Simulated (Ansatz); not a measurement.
Breaking the P1–N2 bond in PN (multiplicity 1 held). Energies count from the point at 1.483 Å.


Active spaces are followed from rest. Levels need not reach the same state.

Frozen-core correlation.

Programs: Ansatz (a first-principles code) with Gaussian orbitals. Each number belongs to the level named beside it.

Problem. What energy at R = 5.931 Å does SC-NEVPT2 on CASSCF(10,8)/cc-pV(T+d)Z give?

Solution. 132.3 kcal/mol

Problem. Predict the energy at R = 5.931 Å from FIC-MRCISD+Q on CASSCF(10,8)/cc-pV(T+d)Z.

Solution. 133.7 kcal/mol
